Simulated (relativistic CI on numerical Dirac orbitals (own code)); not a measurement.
**Forbidden transitions in Rh XII**

Method of calculation: Dirac-Coulomb-Breit CI, orbitals from a KLI potential per configuration, model QED (radiative potential, 1s self-energy scaled to tabulated hydrogen-like ionisation energies), unscaled Slater integrals (own radial code, finite nucleus).

Configuration list (outside the closed core [Ar] 3d10): 4s2.4p4, 4s.4p5, 4p6, 4s2.4p3.4d, 4s.4p4.4d, 4s2.4p3.4f, 4s.4p4.4f, 4p5.4d, 4s2.4p3.5s, 4s.4p3.4d2, 4s2.4p3.5p, 4s2.4p2.4d.4f, 4p4.4d2, 4p3.4d3, 4p3.4d2.4f, 4p3.4d2.5s. Double excitations out of closed p, d and f shells are left out; levels of such configurations are missing from the list, as are those of other unlisted configurations, and high levels can miss mixing partners. These lack a partner that the ground configuration has and come out too high: 4s2.4p3.5p.

```
λ vac (nm)                  Lower                  Upper  Type   A (s⁻¹)        gf  Branching (%)
    21.342       4s2.4p4 3P_2 [1]  4s2.4p3.4d 3G°_5 [25]    E3  4.40e+00  3.30e-10            3.6
    21.372       4s2.4p4 3P_2 [1]  4s2.4p3.4d 1G°_4 [24]    M2  8.25e+00  5.08e-10            3.4
    24.137       4s2.4p4 1D_2 [4]  4s2.4p3.4d 1G°_4 [24]    M2  4.35e+01  3.42e-09           17.9
    24.625       4s2.4p4 3P_2 [1]  4s2.4p3.4d 5D°_4 [14]    M2  9.06e+01  7.41e-09           91.5
    24.668       4s2.4p4 1D_2 [4]  4s2.4p3.4d 3F°_4 [23]    M2  1.21e+01  9.96e-10            3.0
    25.128       4s2.4p4 1D_2 [4]  4s2.4p3.4d 3F°_4 [21]    M2  9.46e+01  8.06e-09           20.2
    43.014       4s.4p5 3P°_2 [6]  4s2.4p3.4d 3F°_4 [34]    E2  5.53e+02  1.38e-07           13.5
    54.714       4s.4p5 3P°_2 [6]  4s2.4p3.4d 1G°_4 [24]    E2  9.47e+00  3.82e-09            3.9
    57.521       4s.4p5 3P°_2 [6]  4s2.4p3.4d 3F°_4 [23]    E2  9.02e+00  4.03e-09            2.3
    60.087       4s.4p5 3P°_2 [6]  4s2.4p3.4d 3F°_4 [21]    E2  4.04e+01  1.97e-08            8.6
    82.670       4s.4p5 3P°_2 [6]  4s2.4p3.4d 5D°_4 [14]    E2  5.71e+00  5.27e-09            5.8
    86.048  4s2.4p3.4d 5D°_3 [12]  4s2.4p3.4d 3F°_4 [34]    M1  9.14e+01  9.13e-08            2.2
    89.670  4s2.4p3.4d 5D°_4 [14]  4s2.4p3.4d 3F°_4 [34]    M1  8.24e+02  8.94e-07           20.1
    117.09  4s2.4p3.4d 3D°_3 [16]  4s2.4p3.4d 3F°_4 [34]    M1  4.04e+02  7.47e-07            9.9
    128.48       4s2.4p4 3P_1 [3]       4s2.4p4 1S_0 [5]    M1  6.49e+03  1.60e-06           98.1
    150.38  4s2.4p3.4d 5D°_3 [12]  4s2.4p3.4d 1G°_4 [24]    M1  4.86e+01  1.48e-07           20.0
    151.38  4s2.4p3.4d 3F°_4 [21]  4s2.4p3.4d 3F°_4 [34]    M1  7.19e+02  2.22e-06           17.5
    153.39  4s2.4p3.4d 3G°_3 [22]  4s2.4p3.4d 3F°_4 [34]    M1  1.15e+02  3.65e-07            2.8
    160.06  4s2.4p3.4d 5D°_4 [14]  4s2.4p3.4d 3G°_5 [25]    E2  2.71e+00  1.14e-08            2.2
    160.06  4s2.4p3.4d 5D°_4 [14]  4s2.4p3.4d 3G°_5 [25]    M1  7.54e+01  3.18e-07           61.5
    161.80  4s2.4p3.4d 5D°_4 [14]  4s2.4p3.4d 1G°_4 [24]    M1  1.09e+02  3.86e-07           45.0
    170.55  4s2.4p3.4d 3F°_4 [23]  4s2.4p3.4d 3F°_4 [34]    M1  6.46e+02  2.53e-06           15.8
    173.67  4s2.4p3.4d 5D°_3 [12]  4s2.4p3.4d 3F°_4 [23]    M1  7.95e+01  3.24e-07           20.0
    186.62       4s2.4p4 3P_2 [1]       4s2.4p4 1D_2 [4]    M1  7.76e+02  2.03e-06           97.5
    189.08  4s2.4p3.4d 5D°_4 [14]  4s2.4p3.4d 3F°_4 [23]    M1  2.71e+02  1.31e-06           68.0
    201.15  4s2.4p3.4d 1G°_4 [24]  4s2.4p3.4d 3F°_4 [34]    M1  1.88e+02  1.02e-06            4.6
    203.91  4s2.4p3.4d 3G°_5 [25]  4s2.4p3.4d 3F°_4 [34]    M1  3.85e+02  2.16e-06            9.4
    219.97  4s2.4p3.4d 5D°_4 [14]  4s2.4p3.4d 3F°_4 [21]    M1  2.79e+02  1.82e-06           59.5
    288.76       4s2.4p4 3P_2 [1]       4s2.4p4 3P_1 [3]    M1  7.95e+02  2.98e-06           98.7
    373.52  4s2.4p3.4d 3D°_3 [16]  4s2.4p3.4d 3F°_4 [23]    M1  9.27e+00  1.74e-07            2.3
    387.03       4s2.4p4 3P_2 [1]       4s2.4p4 3P_0 [2]    E2  6.63e-01  1.49e-09          100.0
    516.89  4s2.4p3.4d 3D°_3 [16]  4s2.4p3.4d 3F°_4 [21]    M1  3.81e+01  1.37e-06            8.1
    587.66  4s2.4p3.4d 3F°_4 [21]  4s2.4p3.4d 3G°_5 [25]    M1  3.23e+01  1.84e-06           26.4
    646.07  4s2.4p3.4d 3G°_3 [22]  4s2.4p3.4d 1G°_4 [24]    M1  1.37e+01  7.71e-07            5.6
    1042.7  4s2.4p3.4d 3F°_4 [23]  4s2.4p3.4d 3G°_5 [25]    M1  6.39e+00  1.14e-06            5.2
    2130.5  4s2.4p3.4d 5D°_3 [12]  4s2.4p3.4d 5D°_4 [14]    M1  2.25e+00  1.38e-06            2.3
```

Terms are leading LS components. Brackets give the number of a level in order of energy, since labels repeat. The list gives strong lines, with weight on those to low levels, among the lowest 200 of 3081 levels, so that lines to higher ones, which can be the strongest, are missing. Levels whose partners in the same complex of configurations lie outside the list can be far off, and so can their lines. Rates are taken at the computed energies, electric ones in the length gauge.

At this charge energies of transitions that change n are usually good to better than 1 %, and those within a shell (Δn = 0) to a few per cent.

LS names give the leading component of a level, which can be under half, so a name can repeat, a term be missing and a line seem to break the LS rules.
